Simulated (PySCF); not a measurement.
HgBr2 at several levels of theory

Computed with PySCF 2.14.0 (density fitting, no spin-orbit coupling) at the geometry relaxed with PBE0:

```xyz
3
HgBr2 (singlet)
Hg    0.0000    0.0000    0.2233
Br    2.4120    0.0000    0.2235
Br   -2.4120    0.0000    0.2235
```

| level | basis | state | HOMO (eV) | gap (eV) | charge on Hg1 (e) | dipole about the centre of mass (D) | largest force component (eV/Å) |
| --- | --- | --- | --- | --- | --- | --- | --- |
| PBE0 | Hg def2-SVP with ECP60, Br def2-SVP | singlet | -8.29 | 5.70 | 0.53 | 0.00 | 0.02 |
| PBE0 | Hg def2-TZVP with ECP60, Br def2-TZVP | singlet | -8.41 | 5.79 | 0.68 | 0.00 | 0.23 |

Charges are Mulliken's, which hang on the basis. The relaxation used the grid (50, 194), these runs (75, 302) or, all-electron (x2c bases, spin-free X2C Hamiltonian), (99, 590).

Task: A further run in the first row's basis gives HOMO (eV) -6.94, gap (eV) 3.64, charge on Hg1 (e) 0.45, dipole about the centre of mass (D) 0.00, largest force component (eV/Å) 0.49. Which level was it?
A. M06-L
B. revPBE

Result: B. The others give HOMO -7.24 eV (M06-L).

In the first row's basis the gap widens with exact exchange: 3.6 to 4.2 eV for revPBE, M06-L (none); 5.7 eV for PBE0 (a fixed share).
